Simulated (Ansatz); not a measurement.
Species: C4H3N2 (charge 0, doublet). It need not be the lowest isomer of its formula. 
Coordinates optimised at B3LYP-D3(BJ)/def2-TZVP (Ansatz, an electronic-structure program):
```
C
N 1 1.3368
C 2 1.3213 1 117.03
N 3 1.3466 2 124.01 1 0.00
C 4 1.2804 3 117.61 2 0.00
H 3 1.0831 2 118.36 1 -180.00
C 5 1.3853 4 124.69 3 0.00
H 7 1.0799 5 124.00 4 180.00
H 1 1.0855 2 116.51 3 180.00
```
Charge 0, spin multiplicity 2.

Question: Give the harmonic wavenumbers at B3LYP-D3(BJ)/def2-TZVP (Ansatz, finite differences of forces, unscaled).

Answer: 350, 439, 607, 689, 729, 830, 959, 973, 1004, 1066, 1080, 1179, 1248, 1298, 1398, 1472, 1536, 1665, 3152, 3189, 3216 cm⁻¹. Zero-point energy 40.1 kcal/mol.

Question: From these and the geometry, give the ideal-gas thermochemistry at 298.15 K and 1 atm (rigid rotor, harmonic oscillator).

Answer: Point group Cs, rotational symmetry number 1. Rotational constants 6.758, 6.296, 3.26 GHz. S(trans) 39.02, S(rot) 25.25, S(vib) 3.81, S(elec, spin only) 1.38, S 69.5 cal/(mol K). H(298) - H(0) 3.20 kcal/mol; G - E(el) 22.6 kcal/mol.
